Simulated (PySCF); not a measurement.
# F⁺: ionisation energy

F⁺ [He] 2s2 2p4 (3P) → F²⁺ [He] 2s2 2p3 (4S), as a difference of total energies. Calculation: PySCF 2.14, in aug-cc-pVDZ (4s3p2d, 23 functions); no relativity, point nucleus. Correlated levels: valence: 1s2 frozen. The calculations carry no spin-orbit coupling.

```
           method  ionisation energy (eV)  error (eV)
              UHF                  33.353      -1.597
             TPSS                  35.451      +0.501
             PBE0                  35.255      +0.305
    MP2 (valence)                  34.244      -0.706
SCS-MP2 (valence)                  34.249      -0.701
   CCSD (valence)                  34.259      -0.691
CCSD(T) (valence)                  34.279      -0.671
```

Reference: 34.950 eV (measured; NIST levels, between the centres of gravity of the two terms).

Errors of the correlated levels include the incompleteness of this basis and the frozen core.
